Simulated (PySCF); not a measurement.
A side-by-side comparison of computed properties.

First species: C₅H₁₈Si₃.
SMILES with atom numbers: `[CH3:1][CH2:2][C@@H:3]([SiH3:4])[C@@H:5]([SiH3:6])[SiH2:7][CH3:8]` (hydrogens: H9, H10, H11 on C1; H12, H13 on C2; H14 on C3; H15, H16, H17 on Si4; H18 on C5; H19, H20, H21 on Si6; H22, H23 on Si7; H24, H25, H26 on C8)

Second species: C6H10FNS.
SMILES with atom numbers: `[CH2:1]=[CH:2][C@:3]([CH3:4])([F:5])[C:6](=[S:7])[NH:8][CH3:9]` (hydrogens: H10, H11 on C1; H12 on C2; H13, H14, H15 on C4; H16 on N8; H17, H18, H19 on C9)

Geometry (GFN2-xTB, Å), atoms numbered from 1 in this order:
```xyz
19
C6H10FNS angstrom
C     -2.276    1.431    0.483
C     -1.534    0.891   -0.464
C     -0.741   -0.379   -0.306
C     -1.156   -1.430   -1.332
F     -0.963   -0.915    0.965
C      0.736   -0.033   -0.431
S      1.335    0.469   -1.875
N      1.459   -0.128    0.684
C      2.859    0.180    0.776
H     -2.374    0.977    1.456
H     -2.821    2.343    0.317
H     -1.426    1.341   -1.439
H     -2.225   -1.613   -1.252
H     -0.619   -2.357   -1.143
H     -0.918   -1.077   -2.330
H      1.005   -0.476    1.518
H      3.448   -0.731    0.904
H      3.039    0.843    1.622
H      3.163    0.674   -0.147
```

Levels: PBE0/pcSseg-1 for dipole moment, HOMO energy, LUMO energy and HOMO–LUMO gap; GFN2-xTB for rotational constant A and rotational constant C. Geometries: GFN2-xTB. Each structure is a single optimised conformer of the isolated species, non-relativistic unless stated. Electronic properties by PySCF.

Dipoles, sizes and rotational constants follow the conformer. The torsions of the flexible species, by atom-mapped SMILES:
- `[CH3:1][CH2:2][C@@H:3]([SiH3:4])[C@@H:5]([SiH3:6])[SiH2:7][CH3:8]`: C1–C2–C3–Si4 61°, C2–C3–C5–Si6 -57°, C3–C5–Si7–C8 46°
- `[CH2:1]=[CH:2][C@:3]([CH3:4])([F:5])[C:6](=[S:7])[NH:8][CH3:9]`: C1–C2–C3–C4 122°, C2–C3–C6–S7 -68°, C3–C6–N8–C9 -179°

```tsv
property	column X	column Y
dipole moment	1.14 D	2.78 D
HOMO energy	-7.61 eV	-6.21 eV
LUMO energy	0.41 eV	-0.91 eV
HOMO–LUMO gap	8.02 eV	5.30 eV
rotational constant A	1.169 GHz	1.824 GHz
rotational constant C	0.641 GHz	0.916 GHz
```

Problem. Which column belongs to which species?

Solution. Column X is the first species and column Y the second. The first has 26 atoms and 90 electrons, the second 19 and 78.

Problem. How does each property change from the first species to the second?

Solution. dipole moment +1.64 D; HOMO energy +1.40 eV; LUMO energy -1.32 eV; HOMO–LUMO gap -2.72 eV; rotational constant A +0.655 GHz; rotational constant C +0.275 GHz.

On the first: The dipole matches unit charges of opposite sign 0.24 Å apart (1 e·Å = 4.8032 D).

On the second: A dipole of 2.78 D is allowed in C1, and pure rotational transitions are dipole-allowed. The dipole equals about 9.3 × 10⁻³⁰ C·m (1 D = 3.33564 × 10⁻³⁰ C·m).
